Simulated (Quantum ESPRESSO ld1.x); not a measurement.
Question: I2+, configuration [Kr] 4d10 5s2 5p3. Method: scalar-relativistic Kohn-Sham, LDA (Slater exchange, Perdew-Zunger correlation), spin-unpolarised, spherical densities, point nucleus; computed with ld1.x of Quantum ESPRESSO 7.5. Some entries of the table are withheld. Estimate them.

| orbital | occ. | eigenvalue (eV) | <r^2> (bohr^2) |
|---|---|---|---|
| 1s | 2 | (1) | 0.001006 |
| 2s | 2 | -5112.284 | 0.01622 |
| 2p | 6 | -4593.162 | 0.01283 |
| 3s | 2 | -1047.749 | 0.1131 |
| 3p | 6 | -879.507 | 0.1132 |
| 3d | 10 | -626.815 | 0.09871 |
| 4s | 2 | -200.602 | 0.6187 |
| 4p | 6 | -147.757 | 0.7149 |
| 4d | 10 | -70.663 | 0.9890 |
| 5s | 2 | (2) | 3.930 |
| 5p | 3 | (3) | 5.475 |

Answer: 
(1) 1s eigenvalue (eV): -32969.162
(2) 5s eigenvalue (eV): -36.323
(3) 5p eigenvalue (eV): -24.729
